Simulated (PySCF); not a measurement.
Adding and removing an electron: TiCl

PBE0; basis Ti def2-TZVPPD, Cl def2-TZVPPD; no relativity; PySCF 2.14. Neutral (UKS): quartet (σ ↑, π ↑, δ ↑), Re = 2.257 Å, ωe = 405 cm⁻¹, HOMO -5.20 eV, LUMO -2.21 eV.

TiCl⁺ (UKS): triplet (π ↑, δ ↑), Re = 2.179 Å, ωe = 485 cm⁻¹. The energies at the minima are -1309.31508 hartree for TiCl and -1309.05968 for TiCl⁺.

Work out the adiabatic ionisation energy, without and with harmonic zero-point energies (1 hartree = 27.2114 eV, 1 eV = 8065.5 cm⁻¹), and the change of the bond length.

At PBE0: 0.25540 hartree = 6.950 eV between the minima; the zero-point term (485.0 − 405.0)/2 cm⁻¹ = +0.005 eV makes it 6.955 eV. Re changes by -7.8 pm against the neutral. The electron leaves a σ orbital; in so polar a molecule the change of length follows mostly from the change of the ionic charges.

TiCl⁻ (UKS): triplet (π ↑, δ ↑), Re = 2.360 Å, ωe = 319 cm⁻¹. The energies at the minima are -1309.31508 hartree for TiCl and -1309.35002 for TiCl⁻.

Work out the adiabatic electron affinity, without and with harmonic zero-point energies (1 hartree = 27.2114 eV, 1 eV = 8065.5 cm⁻¹), and the change of the bond length.

At PBE0: 0.03494 hartree = 0.951 eV between the minima; the zero-point term (405.0 − 319.0)/2 cm⁻¹ = +0.005 eV makes it 0.956 eV. Re changes by +10.3 pm against the neutral. The electron enters a σ orbital; in so polar a molecule the change of length follows mostly from the change of the ionic charges.

De is left out where the level can put another filling of the metal’s s and d shells below the measured ground configuration, by anything from nothing to about 1 eV. The highest Kohn–Sham level is positive in this anion. Much of that is self-interaction error, but it also means that the finite basis helps to hold the extra electron. With d or f electrons several states lie close, and the lowest PBE0 determinant need not be the measured ground state.
